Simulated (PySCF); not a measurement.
**SnB⁺: one state, many levels of theory**

State: ³Π (triplet), unpaired electrons σ ↑, π ↑. Set-up: basis Sn def2-SVPD with ECP28, B def2-SVPD; scalar-relativistic core potentials; PySCF 2.14. De refers to Sn⁺ + B in their high-spin ground configurations, without counterpoise correction. The functionals are run spin-unrestricted. A positive dipole points towards B; it is taken about the centre of mass and depends on that origin. Levels whose curve was spin-contaminated or gave no clean fit are not listed.

```json
{"Level": "UHF-CCSD", "Re (Å)": "2.424", "ωe (cm⁻¹)": "373", "De (eV)": "1.58", "μ (D)": "n/a", "CPU s a point (SCF and correlation, without the integrals)": "n/a"}
{"Level": "UHF-CCSD(T)", "Re (Å)": "2.418", "ωe (cm⁻¹)": "392", "De (eV)": "1.68", "μ (D)": "n/a", "CPU s a point (SCF and correlation, without the integrals)": "9.3"}
{"Level": "PBE", "Re (Å)": "2.418", "ωe (cm⁻¹)": "398", "De (eV)": "2.31", "μ (D)": "1.44", "CPU s a point (SCF and correlation, without the integrals)": "1.1"}
{"Level": "r²SCAN", "Re (Å)": "2.381", "ωe (cm⁻¹)": "428", "De (eV)": "2.28", "μ (D)": "1.63", "CPU s a point (SCF and correlation, without the integrals)": "1.1"}
{"Level": "PBE0", "Re (Å)": "2.379", "ωe (cm⁻¹)": "424", "De (eV)": "2.11", "μ (D)": "1.49", "CPU s a point (SCF and correlation, without the integrals)": "1.3"}
{"Level": "B97-3", "Re (Å)": "2.392", "ωe (cm⁻¹)": "418", "De (eV)": "1.96", "μ (D)": "1.29", "CPU s a point (SCF and correlation, without the integrals)": "0.77"}
{"Level": "MN15", "Re (Å)": "2.390", "ωe (cm⁻¹)": "396", "De (eV)": "2.11", "μ (D)": "1.81", "CPU s a point (SCF and correlation, without the integrals)": "1.3"}
{"Level": "BHandHLYP", "Re (Å)": "2.374", "ωe (cm⁻¹)": "411", "De (eV)": "1.72", "μ (D)": "1.61", "CPU s a point (SCF and correlation, without the integrals)": "0.78"}
```

The bond length runs from 2.374 Å (BHandHLYP) to 2.424 Å (UHF-CCSD). De spans 1.58 eV (UHF-CCSD, coupled cluster) to 2.31 eV (PBE, GGA).

Correlated steps freeze 5 core orbitals. Correlated levels converge slowly with the basis: in double zeta they bind strong bonds too weakly, by up to about 1 eV, and carry superposition errors of some tenths. Spin–orbit coupling is left out, which matters for elements this heavy, above all for dissociation energies. For an ion De counts to the pair picked by the measured ionisation energies or electron affinities, which need not be the lowest pair at this level. The state was picked by a PBE0 search and need not be the measured ground state.

The whole job (state search and all levels along the bond) took about 3.5 min on 1 thread of Oxide Virtual Turin-like (shared host), peak memory 0.66 GiB.
